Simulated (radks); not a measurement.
Isoelectronic series with 26 electrons, each ion in its NIST ground configuration. Calculated with a radial shooting solver on a logarithmic mesh with Libxc functionals: scalar-relativistic Kohn-Sham, r2SCAN, spin-polarised, spherical densities, finite nucleus; open shells are filled with parallel spins first (spin-orbit coupling, left out, can overturn this in heavy ions); meta-GGA in the generalised Kohn-Sham scheme; Fermi nuclear charge, rms radius of each element as measured or else 0.836 A^(1/3) + 0.57 fm. Total energies (hartree) and orbital eigenvalues (eV):

ion,configuration,E (hartree),3d down,3d up
Fe,[Ar] 3d6 4s2,-1272.81178,-4.5010,-9.4831
Cu3+,[Ar] 3d8,-1652.63885,-47.4325,-50.4897
Ge6+,[Ar] 3d8,-2087.70355,-131.3164,-135.3480
Br9+,[Ar] 3d8,-2577.91713,-245.4181,-250.3803
Sr12+,[Ar] 3d8,-3123.74542,-388.2311,-394.1002
Nb15+,[Ar] 3d8,-3725.81308,-559.1876,-565.9485
Ru18+,[Ar] 3d8,-4384.85922,-758.0254,-765.6680
Ag21+,[Ar] 3d8,-5101.73282,-984.6176,-993.1349
Sn24+,[Ar] 3d8,-5877.37754,-1238.910,-1248.297
